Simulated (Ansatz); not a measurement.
`N[SiH2][InH2]` + NH₃ → `N[SiH2]N` + `[InH3]` at 298.15 K and 1 bar (cleavage of the Si–In bond).

Calculated with Ansatz (gas phase, PBE0-D4/def2-TZVP geometries, no zero-point term in ΔE). CCSD(T)/CBS is the MP2 limit (def2-TZVPP, def2-QZVPP) plus CCSD(T) − MP2 in def2-TZVPP, frozen cores. This one scheme is used for every species. Elements past krypton have def2 core potentials. For In outer-core shells are correlated without core-valence functions, which leaves a few kJ/mol of doubt a bond. One conformer a species, not always the lowest.

```
        species  CCSD(T)/CBS energy (Eh)  H − E (kJ/mol)  S (J/(mol·K))
`N[SiH2][InH2]`               -537.19857           163.8          349.4
            NH₃                -56.50880           100.5          192.4
     `N[SiH2]N`               -402.15462           198.8          289.7
       `[InH3]`               -191.56739            54.8          229.0
```

H − E and S are ideal-gas, rigid-rotor, harmonic terms from PBE0-D4/def2-TZVP, for one conformer and one mirror image of each species. 1 Eh = 2625.50 kJ/mol, R = 8.31446 J/(mol·K).

Q: By hand: ΔE, ΔH, ΔS and ΔG.

A: ΔE = (-402.15462) + (-191.56739) − (-537.19857) − (-56.50880) = -0.01464 Eh = -38.4 kJ/mol. Δ(H − E) = 198.8 + 54.8 − 163.8 − 100.5 = -10.7, so ΔH = -49.1 kJ/mol. ΔS = 289.7 + 229.0 − 349.4 − 192.4 = -23.1 J/(mol·K). ΔG = -49.1 − 298.15 × (-23.1)/1000 = -42.2 kJ/mol.

Q: By hand: the equilibrium constant, and the temperature at which ΔG would vanish if ΔH and ΔS stayed fixed.

A: log₁₀ K = −ΔG/(RT ln 10) = 7.4. ΔG = 0 at ΔH/ΔS = 2126 K.

ΔH outweighs TΔS. A doubt of 5 kJ/mol in ΔE shifts log₁₀ K by 0.9 here. Other conformers and mirror images would add mixing entropy, several J/(mol·K) or more a flexible species. These are equilibria of isolated gas molecules and say nothing of rates. Largest T1 diagnostic: 0.014 (customary marks: 0.02 for closed shells, 0.045 for open ones).
